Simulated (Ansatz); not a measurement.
```xyz
14

C    -0.4470   -1.5156   -1.3422
C    -0.3858   -0.4302   -0.5756
N    -1.2046   -0.2797    0.5918
Si    1.0543    0.7995   -0.4582
O     0.5819    2.3445   -0.8529
In    0.8248    0.3210    2.0576
H    -1.1724   -2.3105   -1.1779
H     0.2573   -1.6559   -2.1526
H    -1.6915    0.6098    0.6062
H    -1.8760   -1.0285    0.7237
H     2.1035    0.3426   -1.4169
H     0.4750    2.5327   -1.7874
H     1.3491   -1.2150    2.6505
H     0.1313    1.4854    3.1337
```

Charge 0, multiplicity 1. In takes the def2 core potential.

Q: List the CAM-B3LYP/def2-TZVPP orbital energies in eV (Ansatz 0.2.0). (Best estimate.)

A: Computed: Occupied: -1801.06, -522.40, -392.65, -279.67, -278.87, -145.55, -128.48, -100.90, -100.88, -100.85, -85.17, -84.93, -84.91, -29.42, -27.67, -22.66, -22.12, -22.01, -21.99, -21.91, -21.89, -18.54, -16.94, -16.35, -15.11, -14.51, -13.40, -13.03, -11.83, -11.45, -11.19, -9.91, -9.06, -8.63, -7.73. Lowest empty: 0.09, 0.44, 1.32, 1.50, 1.87, 2.17, 2.31, 2.83.
